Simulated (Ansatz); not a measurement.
Computed with Ansatz.

A structure relaxed at PBE0-D4/def2-TZVP, charge 0, multiplicity 1:

```json
{"atom": "C1", "x (Å)": "-0.829", "y (Å)": "1.975", "z (Å)": "1.574"}
{"atom": "O2", "x (Å)": "-1.008", "y (Å)": "0.603", "z (Å)": "1.851"}
{"atom": "In3", "x (Å)": "-0.366", "y (Å)": "-0.775", "z (Å)": "0.611"}
{"atom": "Cl4", "x (Å)": "-0.681", "y (Å)": "-3.012", "z (Å)": "1.075"}
{"atom": "O5", "x (Å)": "0.518", "y (Å)": "-0.263", "z (Å)": "-1.071"}
{"atom": "C6", "x (Å)": "1.066", "y (Å)": "-1.215", "z (Å)": "-1.953"}
{"atom": "H7", "x (Å)": "-1.268", "y (Å)": "2.539", "z (Å)": "2.402"}
{"atom": "H8", "x (Å)": "-1.331", "y (Å)": "2.289", "z (Å)": "0.650"}
{"atom": "H9", "x (Å)": "0.228", "y (Å)": "2.257", "z (Å)": "1.497"}
{"atom": "H10", "x (Å)": "2.113", "y (Å)": "-1.428", "z (Å)": "-1.707"}
{"atom": "H11", "x (Å)": "0.523", "y (Å)": "-2.168", "z (Å)": "-1.962"}
{"atom": "H12", "x (Å)": "1.034", "y (Å)": "-0.802", "z (Å)": "-2.967"}
```

Question: Give its formula and SMILES.

Answer: C2H6ClInO2, `C[O][In]([Cl])[O]C`.

Question: Summarise the bond lengths by kind.

Answer: 2 × C–O 1.409 to 1.411 Å; 6 × C–H 1.094 to 1.097 Å; 2 × In–O 1.961 to 1.968 Å; 1 × Cl–In 2.307 Å.
